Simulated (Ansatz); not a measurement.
## Ligand exchange: GeH2(SH)2 + H2S → GeH(SH)3 + H2

Gas-phase species: GeH2(SH)2, singlet; H2S (hydrogen sulfide) `S`, singlet; GeH(SH)3, singlet; H2 (hydrogen), singlet. The partners trade H for SH: Ge–H and H–SH bonds give way to Ge–SH and H–H.

Shapes, held fixed at every level: PBE0-D4/def2-TZVP. Flexible molecules stand in one conformer, not always the lowest. Programs: Ansatz 0.2.0. Electronic energies: no zero-point or thermal term.

| level | kind | ΔE (kJ/mol) | less CCSD(T)/def2-TZVPP |
| --- | --- | --- | --- |
| HF/def2-TZVPP | Hartree–Fock | -11.6 | +20.1 |
| PBE-D4/def2-TZVPP | GGA | -39.5 | -7.8 |
| r2SCAN-D4/def2-TZVPP | meta-GGA | -38.3 | -6.6 |
| B3LYP-D4/def2-TZVPP | global hybrid | -35.7 | -4.0 |
| B2PLYP/def2-TZVPP | double hybrid | -29.6 | +2.1 |
| MP2/def2-TZVPP | perturbation theory | -43.1 | -11.4 |
| CCSD/def2-TZVPP | coupled cluster or CI | -25.8 | +5.9 |
| CCSD(T)/def2-TZVPP | coupled cluster or CI | -31.7 | 0.0 |

The highest level, CCSD(T)/def2-TZVPP, gives ΔE = -31.7 kJ/mol; the levels span -43.1 to -11.6. The column of differences is taken from that level and isn't an error. No measured value is set beside it here. Relativity is left out for Ge. Outer-core shells of Ge are correlated, in sets that cover them unevenly.
